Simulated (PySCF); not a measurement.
Can point charges reproduce the dipole moment of `ClB(Cl)[C@@H]1CCOBO1`?

Coordinates (PBE0-D3(BJ)/def2-SVP, Å) and charges (e) from the PBE0/pcSseg-1 density (PySCF):

| atom | x | y | z | Mulliken | IAO | Hirshfeld | ESP-fitted |
| --- | --- | --- | --- | --- | --- | --- | --- |
| Cl1 | 2.281 | -2.116 | 1.533 | -0.1807 | -0.0555 | -0.0546 | -0.0972 |
| B2 | 1.875 | -0.453 | 1.157 | +0.4742 | +0.1726 | +0.1756 | -0.0131 |
| Cl3 | 3.119 | 0.758 | 1.165 | -0.1424 | -0.0125 | -0.0447 | -0.0471 |
| C4 | 0.385 | -0.116 | 0.767 | -0.0766 | -0.0653 | -0.0308 | +0.7800 |
| C5 | 0.033 | -0.732 | -0.591 | -0.3360 | -0.2803 | -0.0771 | -0.6231 |
| C6 | -1.368 | -0.311 | -0.994 | +0.1062 | -0.0477 | +0.0149 | +0.3930 |
| O7 | -1.531 | 1.088 | -0.924 | -0.5016 | -0.3990 | -0.1798 | -0.5795 |
| B8 | -0.777 | 1.826 | -0.070 | +0.5041 | +0.3550 | +0.2063 | +0.6799 |
| O9 | 0.147 | 1.280 | 0.766 | -0.5030 | -0.4003 | -0.1798 | -0.6688 |
| H10 | -0.266 | -0.584 | 1.533 | +0.1458 | +0.1512 | +0.0429 | -0.0395 |
| H11 | 0.753 | -0.384 | -1.353 | +0.1428 | +0.1396 | +0.0423 | +0.1988 |
| H12 | 0.108 | -1.828 | -0.545 | +0.1498 | +0.1551 | +0.0476 | +0.1131 |
| H13 | -2.114 | -0.795 | -0.339 | +0.1151 | +0.1341 | +0.0442 | +0.0026 |
| H14 | -1.589 | -0.625 | -2.027 | +0.1321 | +0.1529 | +0.0518 | +0.0402 |
| H15 | -0.931 | 3.020 | -0.049 | -0.0297 | +0.0001 | -0.0589 | -0.1392 |

Form Σ q r in debye for every column and set it beside the full dipole.

The full density gives (-0.69, -2.56, -0.57) D, 2.72 D in size; dipole vectors point from the negative to the positive end.

| scheme | μx | μy | μz | size (D) | share of the full size (%) | angle to the full dipole (°) |
| --- | --- | --- | --- | --- | --- | --- |
| Mulliken | -0.92 | -3.19 | -0.83 | 3.43 | 126 | 2 |
| IAO | 0.10 | -3.21 | -0.46 | 3.24 | 119 | 17 |
| Hirshfeld | 0.11 | -1.75 | -0.22 | 1.77 | 65 | 19 |
| ESP-fitted | -0.76 | -2.56 | -0.64 | 2.75 | 101 | 2 |

Which set comes closest?

Length of the difference vector: ESP-fitted 0.10 D, Mulliken 0.72 D, IAO 1.03 D, Hirshfeld 1.20 D. Closest: ESP-fitted. 

What is left for the Hirshfeld atoms' own dipoles?

The shares of the density sum to the whole, so what Σ q r misses lies in dipoles about the nuclei. The atomic dipoles sum to (-0.69, -2.56, -0.57) − (0.11, -1.75, -0.22) = (-0.80, -0.81, -0.35) D, 1.20 D in size.

With the origin at the mean of the coordinates, (0.008, 0.002, 0.002) Å, which are the largest single terms, by size, of the Hirshfeld dipole along the direction of the full one?

B8 -1.49, O9 +1.21, H15 +0.74, H12 +0.42, O7 +0.38 D; all 15 atoms together +1.67 D. The single terms depend on the origin, their sum doesn't.

Give the size of the full dipole in other units.

2.72 D = 1.069 au = 0.566 e·Å = 9.06 × 10⁻³⁰ C·m.

Isolated species at its PBE0-D3(BJ)/def2-SVP geometry (one conformer only).

The run behind these numbers computed NMR shieldings as well. Run on one thread of an Arm Neoverse V1, no GPU, shared host.
